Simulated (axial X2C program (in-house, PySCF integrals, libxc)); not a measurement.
# What spin–orbit coupling does to ICl⁻

Computed with an axial X2C code built on PySCF integrals. Spin-free means the one-electron spin-free X2C Hamiltonian; two-component (2c) means X2C with spin–orbit coupling and atomic mean-field two-electron Coulomb and Gaunt terms, so the difference of the two also holds small scalar two-electron terms. Basis: I dyall-acv3z [12s13p9d5f1g], Cl dyall-av3z [9s8p3d2f] (cores contracted in-house); Gaussian nuclei, density fitting, unrestricted open shells. Masses: I 126.904 u, Cl 34.969 u.

Spin-free state: M_S = 1/2, Λ = 0 (beyond evenly filled blocks: σα); fragments I + Cl-.

```csv
level,Re (Å),ωe (cm⁻¹),De (eV),μ (D)
PBE0,2.887,172.8,1.376,-3.99
r2SCAN,2.929,160.8,1.455,-4.04
```

Dipoles are positive if Cl is the positive end and refer to the centre of mass.

Two-component determinant lowest at the distance of the search:

Ω = 1/2 (⟨Sz⟩ = 0.47, ⟨Lz⟩ = 0.03 at PBE0); fragments I + Cl-.

```
 level  Re (Å)  ωe (cm⁻¹)  De (eV)  μ (D)
  PBE0   2.906      165.8    1.163  -4.20
r2SCAN   2.945      155.4      n/a  -4.18
```

(1) From the two tables, how do the constants change at the PBE0 level (2c against spin-free)?

One determinant describes the state; a PBE0 search over occupations chose it and may have missed a lower one. Dissociation energies refer to the lowest single-determinant-based atoms at the same level and basis. De is not given where an atomic determinant may have missed its ground term or J level, or where the truncated virtual space spoils (T). Density functionals use the spin component along the axis (collinear). Without a current term, density functionals place determinants with orbital angular momentum somewhat too high. The highest occupied level of some functionals is positive through self-interaction error; at Hartree–Fock it is bound.

Results:

(1) At the PBE0 level Re goes up by 0.019 Å and ωe goes down by 7.0 cm⁻¹; De changes by -0.213 eV.
